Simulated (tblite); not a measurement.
Compound: C6H10NSi (doublet state).
Numbering: `[CH:1]#[C:2]/[C:3]=[C:4](/[CH3:5])[SiH2:6][NH:7][CH3:8]` (hydrogens: H9 on C1; H10, H11, H12 on C5; H13, H14 on Si6; H15 on N7; H16, H17, H18 on C8)

Structure used (GFN2-xTB), in Å, numbered top down from 1:
```xyz
18
C6H10NSi angstrom
C     -1.4653    3.1498    0.5935
C     -1.4372    1.9781    0.2356
C     -1.5917    0.7223   -0.1455
C     -1.3027   -0.4933   -0.4880
C     -2.3211   -1.5410   -0.8264
Si     0.5055   -1.1052   -0.5612
N      1.4608    0.2908   -0.3206
C      2.8927    0.2676   -0.1717
H     -1.3698    4.1477    0.8980
H     -2.1167   -1.9533   -1.8129
H     -3.3303   -1.1347   -0.8142
H     -2.2618   -2.3577   -0.1077
H      0.6519   -2.1777    0.4419
H      0.8146   -1.6556   -1.8876
H      1.0386    1.0981    0.1137
H      3.2918   -0.5726   -0.7354
H      3.2017    0.1542    0.8738
H      3.3302    1.1888   -0.5617
```

Level: GFN2-xTB in tblite, geometry and Hessian alike; calculated harmonic values, unscaled, isolated species. Errors from tens to a few hundred cm⁻¹ against measured bands are possible. Modes of hydrogen on silicon can be 10 to 20 % off. One conformer, not necessarily the lowest. Open shells enter through the occupations alone, without spin polarisation, and single modes of such species can be off by tens of per cent.

Harmonic wavenumbers (cm⁻¹): 38.8, 53.3, 86.0, 100.0, 116.9, 136.2, 151.0, 235.0, 251.4, 283.5, 313.3, 388.9, 394.5, 439.8, 455.8, 510.4, 554.5, 580.4, 616.6, 727.8, 815.8, 839.3, 893.1, 1011.8, 1070.2, 1094.2, 1108.4, 1154.9, 1171.9, 1365.7, 1394.8, 1423.8, 1481.5, 1487.2, 1493.5, 1504.2, 1834.9, 2068.0, 2136.4, 2209.5, 2905.7, 2972.1, 2998.1, 3015.5, 3026.1, 3030.9, 3399.8, 3435.5.

A = 1787, B = 1320, C = 773.8 MHz; mass 124.058 u (most abundant isotopes); point group C1, symmetry number 1; spin multiplicity 2.

**Question.** Zero-point energy?

**Answer.** ½Σν̃ = 29388 cm⁻¹ = 351.56 kJ/mol.

**Question.** What is S at 500 K and 1 bar for an ideal gas of classical rigid rotors and harmonic oscillators?

**Answer.** Translation 179.72, rotation 130.11, vibration 256.43, spin (R ln 2) 5.76: S = 572.0 J/(mol K).

**Question.** And Cp and H(500 K) − H(0)?

**Answer.** Cp = 243.34 J/(mol K), of which vibrations give 210.09 (their classical limit is 48 R = 399.1); H(500 K) − H(0) = 77.90 kJ/mol without the zero-point energy, 61.27 from vibrations.

**Question.** Which modes carry the vibrational entropy at 500 K?

**Answer.** 38.8 cm⁻¹: 26.55; 53.3 cm⁻¹: 23.91; 86.0 cm⁻¹: 19.95; 100.0 cm⁻¹: 18.70; 116.9 cm⁻¹: 17.41; 136.2 cm⁻¹: 16.16 J/(mol K); the other 42 give 133.76 together.

**Question.** What must be added to the electronic energy to get the Gibbs energy at 500 K and 1 bar?

**Answer.** ZPE + [H(500 K) − H(0)] − T·S = 351.56 + 77.90 − 286.02 = 143.44 kJ/mol.

**Question.** Blend soft modes into free rotors: weight 1/[1 + (100 cm⁻¹/ν̃)⁴] for the oscillator and the rest for a rotor with moment μB/(μ + B), μ = h/(8π²ν), B = 10⁻⁴⁴ kg m². What vibrational entropy results?

**Answer.** 233.10 J/(mol K) in place of 256.43, which changes −T·S at 500 K by +11.67 kJ/mol.

Hindered rotation and anharmonicity are outside this model. Other conformers, if any are populated, would add a mixing term that is left out. The structure is chiral; the term R ln 2 for an equal mix with its mirror image is left out.

Time: 0.64 s wall. Hardware: an Arm Neoverse V2 with one thread, no GPU (shared host). This covers the Hessian and the dipole derivatives.
